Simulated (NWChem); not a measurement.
NbNHClF2; SMILES [NH]=[Nb]([F])([F])[Cl]

def2 effective core potentials on Nb; no spin-orbit coupling.

### Question
Give the equilibrium geometry at PBE0/def2-SVP with def2 effective core potentials on Nb (NWChem) as an XYZ file, with the point group.

### Answer
point group Cs; any orientation.
```
6

Nb    -0.0208     0.2228     0.0000
N     -1.6626     0.7524     0.0000
H     -2.6280     1.0693     0.0000
F      0.7770     0.8973     1.5412
F      0.7770     0.8973    -1.5412
Cl    -0.0492    -2.0804     0.0000
```
